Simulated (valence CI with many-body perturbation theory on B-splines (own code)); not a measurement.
**I47+: electric-dipole lines**

Level of theory: relativistic CI+MBPT: four valence electrons over a frozen Dirac-Fock core [He], a basis of 11 s, 11 p, 10 d, 8 f, 5 g, 2 h functions for each j, with the one-electron correlation potential Σ1 (screened to all orders), the two-electron term Σ2, the three-electron term Σ3, Breit, model QED; selected single and double excitations, second order for the rest, scaled by the run's own slope (own B-spline code, finite nucleus).

The last digits are not significant, and no measured levels were compared; by estimate large intervals hold to a few tenths of a per cent, small ones and those within an open d or f shell to about a per cent. Among the levels kept, up to 870 cm⁻¹ of a level comes from second order outside the variational space, and about a tenth of that is noise between levels of different J, which matters for small intervals.

Lines 1 to 50 of 543 in falling wavelength, among levels below 446.13 Ry, chosen from the strongest by gf and those to the six lowest levels. Wavelengths and rates use the calculated energies. Electric multipoles are in the length gauge, E1 and E2 with the static RPA response of the core. Weak lines are less certain than strong ones. Lines between different terms over intervals too small for the method are left out, as are lines whose strength nearly cancels. The highest levels of a list are the least certain.

Levels are named by their leading jj configuration (3d3/2^4 stands for four electrons in 3d with j = 3/2), which in mixed levels can hold well under half, so a name can repeat and another be missing. Letters in brackets count levels of one name in rising energy.

| λ vac (Å) | Upper | Lower | A (s⁻¹) | S (a.u.) with core polarisation | S without |
| --- | --- | --- | --- | --- | --- |
| 222.0 | (2s 2p3/2^2 3p1/2) J=3 | (2s 2p3/2^2 3s) J=2 [a] | 1.87e+09 | 7.06e-02 | 7.06e-02 |
| 178.6 | (2s 2p3/2^2 3p1/2) J=2 [a] | (2s 2p3/2^2 3s) J=3 | 5.43e+09 | 7.64e-02 | 7.64e-02 |
| 172.8 | (2s^2 2p3/2 3d5/2) J=4 | (2s^2 2p3/2 3p3/2) J=3 | 2.95e+09 | 6.76e-02 | 6.76e-02 |
| 170.3 | (2s 2p3/2^2 3p1/2) J=3 | (2s 2p3/2^2 3s) J=3 | 3.90e+09 | 6.64e-02 | 6.64e-02 |
| 162.4 | (2s 2p1/2 2p3/2 3d5/2) J=4 [a] | (2s 2p1/2 2p3/2 3p3/2) J=3 [a] | 7.16e+09 | 1.36e-01 | 1.36e-01 |
| 160.7 | (2s 2p1/2 2p3/2 3d5/2) J=5 | (2s 2p1/2 2p3/2 3p3/2) J=4 | 8.38e+09 | 1.89e-01 | 1.89e-01 |
| 159.8 | (2s 2p3/2^2 3d5/2) J=3 [c] | (2s 2p3/2^2 3p3/2) J=2 [c] | 6.68e+09 | 9.42e-02 | 9.42e-02 |
| 159.5 | (2s 2p3/2^2 3d5/2) J=5 | (2s 2p3/2^2 3p3/2) J=4 | 8.25e+09 | 1.82e-01 | 1.82e-01 |
| 159.2 | (2p1/2^2 2p3/2 3d5/2) J=3 | (2p1/2^2 2p3/2 3p3/2) J=2 | 4.51e+09 | 6.28e-02 | 6.29e-02 |
| 159.0 | (2p1/2^2 2p3/2 3d5/2) J=4 | (2p1/2^2 2p3/2 3p3/2) J=3 | 9.26e+09 | 1.65e-01 | 1.65e-01 |
| 158.8 | (2s^2 2p3/2 3d5/2) J=3 | (2s^2 2p3/2 3p3/2) J=2 | 3.79e+09 | 5.25e-02 | 5.25e-02 |
| 158.0 | (2p1/2 2p3/2^2 3d5/2) J=3 | (2p1/2 2p3/2^2 3p3/2) J=2 [a] | 7.29e+09 | 9.93e-02 | 9.93e-02 |
| 157.5 | (2s 2p1/2 2p3/2 3d5/2) J=2 [d] | (2s 2p1/2 2p3/2 3p3/2) J=1 [d] | 5.03e+09 | 4.85e-02 | 4.85e-02 |
| 157.5 | (2p1/2 2p3/2^2 3d5/2) J=4 | (2p1/2 2p3/2^2 3p3/2) J=3 [a] | 8.75e+09 | 1.52e-01 | 1.52e-01 |
| 156.3 | (2s 2p1/2^2 3d5/2) J=3 | (2s 2p1/2^2 3p3/2) J=2 | 8.20e+09 | 1.08e-01 | 1.08e-01 |
| 155.2 | (2s 2p3/2^2 3d5/2) J=3 [a] | (2s 2p3/2^2 3p3/2) J=2 [a] | 4.97e+09 | 6.42e-02 | 6.42e-02 |
| 151.7 | (2s 2p3/2^2 3d5/2) J=3 [b] | (2s 2p3/2^2 3p3/2) J=2 [b] | 7.75e+09 | 9.35e-02 | 9.35e-02 |
| 151.6 | (2s 2p3/2^2 3d5/2) J=4 [a] | (2s 2p3/2^2 3p3/2) J=3 [a] | 7.03e+09 | 1.09e-01 | 1.09e-01 |
| 151.3 | (2s 2p1/2 2p3/2 3d5/2) J=4 [c] | (2s 2p1/2 2p3/2 3p3/2) J=3 [c] | 9.70e+09 | 1.49e-01 | 1.49e-01 |
| 150.3 | (2s 2p1/2 2p3/2 3d5/2) J=3 [d] | (2s 2p1/2 2p3/2 3p3/2) J=2 [d] | 8.40e+09 | 9.86e-02 | 9.86e-02 |
| 149.4 | (2p1/2^2 2p3/2 3d5/2) J=3 | (2s 2p3/2^2 3s) J=2 [b] | 4.02e+09 | 4.64e-02 | 4.64e-02 |
| 148.9 | (2s 2p1/2 2p3/2 3d5/2) J=4 [b] | (2s 2p1/2 2p3/2 3p3/2) J=3 [b] | 8.55e+09 | 1.25e-01 | 1.25e-01 |
| 147.4 | (2s^2 2p1/2 3d5/2) J=3 | (2s^2 2p1/2 3p3/2) J=2 | 1.01e+10 | 1.11e-01 | 1.11e-01 |
| 145.8 | (2s 2p1/2 2p3/2 3d5/2) J=3 [c] | (2s 2p1/2 2p3/2 3p3/2) J=2 [c] | 8.71e+09 | 9.33e-02 | 9.33e-02 |
| 143.0 | (2p1/2^2 2p3/2 3d5/2) J=2 | (2p1/2^2 2p3/2 3p3/2) J=1 | 7.20e+09 | 5.20e-02 | 5.20e-02 |
| 141.4 | (2s 2p1/2 2p3/2 3d5/2) J=3 [a] | (2s 2p1/2 2p3/2 3p3/2) J=2 [a] | 7.54e+09 | 7.37e-02 | 7.37e-02 |
| 141.2 | (2s 2p1/2 2p3/2 3d5/2) J=2 [a] | (2s 2p1/2 2p3/2 3p3/2) J=1 [a] | 7.29e+09 | 5.06e-02 | 5.06e-02 |
| 139.3 | (2s 2p1/2 2p3/2 3d5/2) J=3 [b] | (2s 2p1/2 2p3/2 3p3/2) J=2 [b] | 6.83e+09 | 6.37e-02 | 6.37e-02 |
| 139.0 | (2s 2p1/2^2 3d5/2) J=2 | (2s 2p1/2^2 3p3/2) J=1 | 1.11e+10 | 7.38e-02 | 7.38e-02 |
| 138.3 | (2s 2p3/2^2 3d5/2) J=4 [b] | (2s 2p3/2^2 3p3/2) J=3 [b] | 9.36e+09 | 1.10e-01 | 1.10e-01 |
| 135.4 | (2s 2p3/2^2 3d5/2) J=2 [b] | (2s 2p3/2^2 3p3/2) J=1 [b] | 9.65e+09 | 5.91e-02 | 5.91e-02 |
| 131.6 | (2s^2 2p3/2 3d5/2) J=4 | (2s 2p1/2 2p3/2 3s) J=3 | 6.84e+09 | 6.92e-02 | 6.92e-02 |
| 131.3 | (2s^2 2p1/2 3d5/2) J=2 | (2s^2 2p1/2 3p3/2) J=1 | 8.36e+09 | 4.67e-02 | 4.67e-02 |
| 94.63 | (2s 2p1/2 2p3/2 3d3/2) J=3 [b] | (2s 2p1/2 2p3/2 3p1/2) J=2 [b] | 1.12e+10 | 3.27e-02 | 3.27e-02 |
| 94.48 | (2p1/2 2p3/2^2 3p3/2) J=1 [a] | (2p1/2 2p3/2^2 3s) J=2 [b] | 2.52e+10 | 3.15e-02 | 3.15e-02 |
| 93.76 | (2p1/2^2 2p3/2 3p3/2) J=1 | (2p1/2^2 2p3/2 3s) J=1 | 3.35e+10 | 4.09e-02 | 4.09e-02 |
| 93.27 | (2s 2p3/2^2 3p3/2) J=3 [a] | (2s 2p3/2^2 3s) J=2 [a] | 2.25e+10 | 6.30e-02 | 6.30e-02 |
| 92.74 | (2s 2p1/2 2p3/2 3d3/2) J=4 | (2s^2 2p3/2 3d3/2) J=3 | 1.16e+10 | 4.11e-02 | 4.11e-02 |
| 92.17 | (2p1/2 2p3/2^2 3d3/2) J=3 [b] | (2p1/2 2p3/2^2 3p1/2) J=2 [b] | 2.02e+10 | 5.47e-02 | 5.47e-02 |
| 92.10 | (2p1/2 2p3/2^2 3d3/2) J=2 [b] | (2p1/2 2p3/2^2 3p1/2) J=2 [b] | 2.11e+10 | 4.06e-02 | 4.06e-02 |
| 92.08 | (2s 2p3/2^2 3p3/2) J=1 [b] | (2s 2p3/2^2 3s) J=0 | 2.39e+10 | 2.76e-02 | 2.76e-02 |
| 91.46 | (2p1/2 2p3/2^2 3p3/2) J=3 [b] | (2p1/2 2p3/2^2 3s) J=3 | 1.74e+10 | 4.60e-02 | 4.60e-02 |
| 91.42 | (2p1/2 2p3/2^2 3p3/2) J=3 [b] | (2p1/2 2p3/2^2 3s) J=2 [b] | 3.21e+10 | 8.48e-02 | 8.49e-02 |
| 91.06 | (2p1/2 2p3/2^2 3d3/2) J=4 | (2s 2p3/2^2 3d3/2) J=3 [b] | 2.58e+10 | 8.66e-02 | 8.66e-02 |
| 90.89 | (2p1/2 2p3/2^2 3p3/2) J=4 | (2p1/2 2p3/2^2 3s) J=3 | 6.46e+10 | 2.15e-01 | 2.16e-01 |
| 90.14 | (2s 2p3/2^2 3p3/2) J=3 [b] | (2s 2p3/2^2 3s) J=2 [b] | 1.58e+10 | 4.00e-02 | 4.00e-02 |
| 89.78 | (2p1/2 2p3/2^2 3p3/2) J=2 [a] | (2p1/2 2p3/2^2 3s) J=1 [a] | 2.35e+10 | 4.20e-02 | 4.20e-02 |
| 89.70 | (2s 2p1/2 2p3/2 3p3/2) J=4 | (2s^2 2p3/2 3p3/2) J=3 | 4.48e+10 | 1.44e-01 | 1.44e-01 |
| 89.68 | (2s 2p1/2 2p3/2 3d3/2) J=2 [b] | (2s 2p1/2 2p3/2 3p1/2) J=2 [b] | 2.23e+10 | 3.96e-02 | 3.96e-02 |
| 88.73 | (2s 2p1/2 2p3/2 3p3/2) J=1 [a] | (2s 2p1/2 2p3/2 3s) J=1 [a] | 3.32e+10 | 3.44e-02 | 3.44e-02 |
